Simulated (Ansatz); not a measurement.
```yaml
crystal:
  periodic: [false, false, false]
  atoms:
    - {symbol: Tl, position_ang: [-1.338282, -1.183908, -1.367213]}
    - {symbol: Tl, position_ang: [-0.124601, 2.961399, -0.905677]}
    - {symbol: Tl, position_ang: [2.865038, -1.158807, -0.287650]}
    - {symbol: Tl, position_ang: [-1.081418, -0.338758, 2.885623]}
    - {symbol: Cl, position_ang: [0.408790, -1.963425, 1.011211]}
    - {symbol: Cl, position_ang: [1.132266, 0.537685, -1.864649]}
    - {symbol: Cl, position_ang: [-1.861792, 1.145814, 0.528344]}
basis:
  gaussian: {orbitals: def2-TZVPP}
total_charge: 1
hamiltonian: {xc: {name: rPW86-PBE}}
output: {forces: true}
```

```sh
$ ansatz run in.yaml --threads 4 --pin off --events-out ev --progress --plain --max-ram 4787MiB
```

Output, abridged:

```
Functional definition: rPW86-PBE
2438 factors; their error is unknown
mean field evaluation 1: about -56393.6751 eV, gradient 6.9e1 eV
mean field evaluation 2: about -56171.8366 eV, gradient 2.6e2 eV
mean field evaluation 4: about -56405.2259 eV, gradient 1.9e1 eV
mean field evaluation 8: about -56406.0096 eV, gradient 2.0e-1 eV
mean field evaluation 16: about -56405.9844 eV, gradient 9.7e-4 eV
mean field -56405.98438416 eV, -2072.8816927684 hartree, gradient 6.2e-5 eV, S^2 0.000000; 0 other end points of the search recorded, 0 dependent functions left out
reference -56405.98454152 eV, -2072.8816985512 hartree; 67, 67 occupied and 259, 259 virtual orbitals, 2438 factors
Total energy: -56405.98454152 eV, -2072.8816985512 hartree
Atom 0 at    -1.338282    -1.183908    -1.367213 Å, force     0.025039     0.020558     0.024081 eV/Å
Atom 1 at    -0.124601     2.961399    -0.905677 Å, force     0.002148     0.115933    -0.030468 eV/Å
Atom 2 at     2.865038    -1.158807    -0.287650 Å, force     0.116041    -0.038510    -0.003728 eV/Å
Atom 3 at    -1.081418    -0.338758     2.885623 Å, force    -0.033700    -0.010309     0.114684 eV/Å
Atom 4 at     0.408790    -1.963425     1.011211 Å, force    -0.030989    -0.052523    -0.021575 eV/Å
Atom 5 at     1.132266     0.537685    -1.864649 Å, force    -0.022200    -0.021645    -0.056471 eV/Å
Atom 6 at    -1.861792     1.145814     0.528344 Å, force    -0.056339    -0.013504    -0.026523 eV/Å
Dipole moment:     0.249899     0.221994     0.256274 e Å
```

Hardware: 4 threads of Intel Xeon on a shared host. Wall time 16 s, peak host memory 0.92 GiB.

In the def2 sets Tl takes a core potential; there is no spin–orbit coupling.

The dipole of an ion depends on the origin.
